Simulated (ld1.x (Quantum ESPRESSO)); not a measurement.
An all-electron radial function and its pseudo partner (Cu (Z = 29))

Columns: radius, all-electron u(r) and pseudo u(r) of the 3d shell (level -48.93 eV) of copper in the configuration [Ne] 3s2 3p6 3d8 4s0 4p0; Wu–Cohen, scalar-relativistic, TM scheme, ld1.x (Quantum ESPRESSO) 7.5.

```tsv
r (bohr)	all-electron	pseudo
0.075	0.0595	0.0070
0.150	0.2606	0.0534
0.225	0.5099	0.1648
0.300	0.7314	0.3441
0.375	0.8952	0.5693
0.450	0.9988	0.8016
0.525	1.0502	0.9991
0.600	1.0611	1.1309
0.675	1.0435	1.1865
0.750	1.0070	1.1734
0.825	0.9589	1.1117
0.900	0.9042	1.0235
0.975	0.8466	0.9276
1.050	0.7882	0.8359
1.125	0.7306	0.7544
1.200	0.6747	0.6843
1.275	0.6212	0.6240
1.350	0.5704	0.5708
1.425	0.5224	0.5224
1.500	0.4774	0.4774
1.575	0.4354	0.4354
1.650	0.3965	0.3965
1.725	0.3604	0.3604
1.800	0.3273	0.3273
1.875	0.2968	0.2968
1.950	0.2689	0.2689
```

Problem. How many radial nodes do the two functions have?

Solution. The all-electron 3d function has n − l − 1 = 0; the pseudo-wave has 0.

Problem. At about which radius was the pseudo-wave matched?

Solution. 1.50 bohr. The columns agree to 0.0005 from 1.35 bohr on; several derivatives are matched, so the curves merge somewhat inside the radius.

Problem. Where does each function peak?

Solution. Outermost all-electron maximum near 0.60 bohr, pseudo maximum near 0.68 bohr (to the table’s step).

Problem. Is the pseudo-wave norm-conserving?

Solution. Yes: the TM scheme keeps the norm inside the radius equal to the all-electron one, which fixes the energy derivative of the logarithmic derivative at the level.
